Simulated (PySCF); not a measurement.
**Ionisation energy of In⁺ by level of theory**

In⁺ [Kr] 4d10 5s2 (1S) → In²⁺ [Kr] 4d10 5s1 (2S), as a difference of total energies. Computed with PySCF 2.14 in cc-pVDZ-PP with ECP28MDF, with scalar relativity through the core potential. Correlated levels: valence: 4s2 4p6 4d10 frozen. The calculations carry no spin-orbit coupling.

Order these methods by the ionisation energy they give, lowest first.
A. SCS-MP2 (valence)
B. MP2 (valence)
C. TPSS
D. PBE

B (17.575 eV), A (17.688 eV), C (18.764 eV), D (19.041 eV).

Errors of the correlated levels include the incompleteness of this basis and the frozen core.

With two correlated electrons CCSD is exact in that space.

For comparison: 18.870 eV (measured; NIST Atomic Spectra Database, ionization energies).
